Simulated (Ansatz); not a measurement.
`N=C(N)Cl` + silanol → `N=C(N)O[SiH3]` + HCl  (substitution at a C–Cl bond)

Calculated with Ansatz (gas phase, PBE0-D4/def2-TZVP geometries, no zero-point term in ΔE). CCSD(T)/CBS adds triple-zeta CCSD(T) − MP2 to the extrapolated MP2 energy (def2 sets, frozen cores). This one scheme is used for every species. Functionals use def2-TZVPP. HSE06 is defined as in plane-wave codes. One conformer a species, not always the lowest.

`N=C(N)Cl`:

```xyz
7

N     0.469   -0.461    1.238
C    -0.156   -0.107    0.212
N     0.423    0.205   -0.974
Cl   -1.921   -0.001    0.102
H    -0.136   -0.709    2.010
H     1.421    0.330   -0.948
H    -0.100    0.742   -1.640
```

`O[SiH3]`:

```xyz
6

O    -0.531   -0.014    1.166
Si    0.262    0.117   -0.272
H    -1.276   -0.613    1.214
H     0.838   -1.186   -0.703
H     1.348    1.099   -0.050
H    -0.641    0.598   -1.355
```

`N=C(N)O[SiH3]`:

```xyz
11

N     0.699    0.863    1.218
C     0.821   -0.047    0.343
N     1.987   -0.731    0.172
O    -0.104   -0.468   -0.557
Si   -1.622    0.197   -0.707
H    -0.201    1.329    1.196
H     1.932   -1.622   -0.287
H     2.654   -0.636    0.917
H    -2.382    0.052    0.560
H    -1.525    1.636   -1.060
H    -2.259   -0.574   -1.795
```

HCl:

Cartesian coordinates in Å:
```
Cl -0.324 0.537 0.121
H 0.324 -0.537 -0.121
```

CCSD(T)/CBS gives -2.7 kcal/mol.

Q: Another level gave -1.9 kcal/mol. Which?
A. revPBE/def2-TZVPP
B. CCSD/def2-TZVPP
C. revPBE-D4/def2-TZVPP
D. HSE06/def2-TZVPP

A: D. HSE06 -1.9, revPBE 0.9, revPBE-D4 -0.9, CCSD/def2-TZVPP -4.3 kcal/mol.

Q: What do rigid-rotor, harmonic-oscillator terms from PBE0-D4/def2-TZVP frequencies (298.15 K, 1 bar) make of the CCSD(T)/CBS value? (An estimate is asked.)

A: The calculation gave: ΔZPE = -1.4 kcal/mol, ΔH = -3.6 kcal/mol, ΔS = -16 J/(mol·K), ΔG = -2.5 kcal/mol. Modes under 50 cm⁻¹ make the entropy rough.

Largest T1 diagnostic among the species: 0.013.

From r2SCAN to r2SCAN0 (25 % exact exchange), in def2-TZVPP and without D4, ΔE moves by −1.2 kcal/mol. At CCSD(T), def2-SVP lies −4.0 kcal/mol from the extrapolated value and def2-TZVPP −1.0 kcal/mol.
